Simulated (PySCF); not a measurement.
Question: What does the GFN2-xTB structure of InChI=1S/C8H8F/c1-2-7-3-5-8(9)6-4-7/h3-5H,2H2,1H3 look like in three dimensions? (Doublet state.)

Answer: 
```xyz
17
C8H8F angstrom
C     -2.3050   -0.6116    0.2185
C     -1.5143    0.6345   -0.1848
C     -0.0430    0.3381   -0.2137
C      0.5544   -0.1444   -1.3850
C      1.8789   -0.4456   -1.3710
C      2.6722   -0.3058   -0.2691
F      3.9841   -0.6074   -0.2759
C      2.0946    0.1685    0.9048
C      0.7490    0.4830    0.9170
H     -3.3700   -0.3934    0.2402
H     -1.9989   -0.9523    1.2051
H     -2.1308   -1.4175   -0.4907
H     -1.7108    1.4353    0.5310
H     -1.8456    0.9690   -1.1695
H     -0.0396   -0.2704   -2.2779
H      2.7142    0.2793    1.7817
H      0.3035    0.8527    1.8294
```

Orientation and origin are arbitrary. Atoms count from 1 in this order. The C–C distances run from 1.358 Å (C4–C5, aromatic) to 1.530 Å (C1–C2, drawn single), a spread of 0.172 Å. C3 (carbon bonded to 3 C) is planar (angles 121.5°, 120.1° and 118.3°, sum 360.0°, 0.02 Å off the plane of its three neighbours). C9 (carbon bonded to 2 C and H) is planar (angles 121.6°, 119.2° and 119.1°, sum 360.0°, 0.00 Å off the plane of its three neighbours). The 6-membered ring C3–C4–C5–C6–C8–C9 has internal angles of 118.3° to 123.5° (sum 720°, against 720° for a flat polygon); it is planar, 0.00 Å rms from its mean plane, widest ring torsion 0°.

Bonds between heavy atoms (Å): C1–C2 1.530, C2–C3 1.501, C3–C4 1.401, C4–C5 1.358, C5–C6 1.365, C6–F7 1.346, C6–C8 1.392, C8–C9 1.382, C3–C9 1.388.

Structure optimised with GFN2-xTB, isolated species. This method treats the open shell by occupation alone, without spin polarisation.

Whether it is a minimum is left open (no frequencies). Torsions: C1–C2–C3–C4 89°.

One conformer stands for the species.

All values are computed, not measured.
